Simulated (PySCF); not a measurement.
Start geometry of `C#CC(=O)[SiH](F)F` from a GFN2-xTB structure with every atom displaced at random (by about 0.01 Å) (Å):
```
atom  x, y, z in Å
C1     2.062    0.962    0.285
C2     1.314    0.121   -0.149
C3     0.377   -0.852   -0.654
O4     0.760   -1.952   -1.023
Si5   -1.437   -0.247   -0.678
F6    -1.816    0.259    0.802
F7    -1.485    1.122   -1.497
H8     2.698    1.739    0.647
H9    -2.414   -1.168   -1.135
```

Problem. What comes out of this run: PBE0-D3(BJ)/def2-SVP geometry optimisation, gas phase in PySCF 2.14.0?

Solution. 
```
atom  x, y, z in Å
C1     2.2562    0.7234    0.2176
C2     1.3882   -0.0340   -0.1648
C3     0.2643   -0.8360   -0.5981
O4     0.3551   -1.9990   -0.9346
Si5   -1.4747   -0.0260   -0.6337
F6    -1.8497    0.4741    0.8518
F7    -1.4405    1.2801   -1.5777
H8     3.0411    1.3776    0.5547
H9    -2.4850   -0.9837   -1.1222
```

The energy falls by 0.129 eV over 8 energy and gradient evaluations, the largest force component goes from 0.0174 to 3.3e-04 Eh/bohr, and the atoms move by 0.108 Å rms after alignment. The bond that changes most is Si5–H9 (fluorine-bound silicon to Si–H hydrogen), which lengthens by 0.057 Å. Bonds longer at the end by more than 0.005 Å: 6 of 8; shorter: 1. Among the angles that change most is O4–C3–Si5, from 125.3° to 117.8°. Rotational constants go from 2937, 1652, 1398 to 2904, 1568, 1371 MHz. The orientation of the end geometry is arbitrary; only internal coordinates are fixed.

The run used 112 basis functions and 62 SCF cycles in all.

Whether it is a minimum is left open (no frequencies). One conformer, not necessarily the lowest.
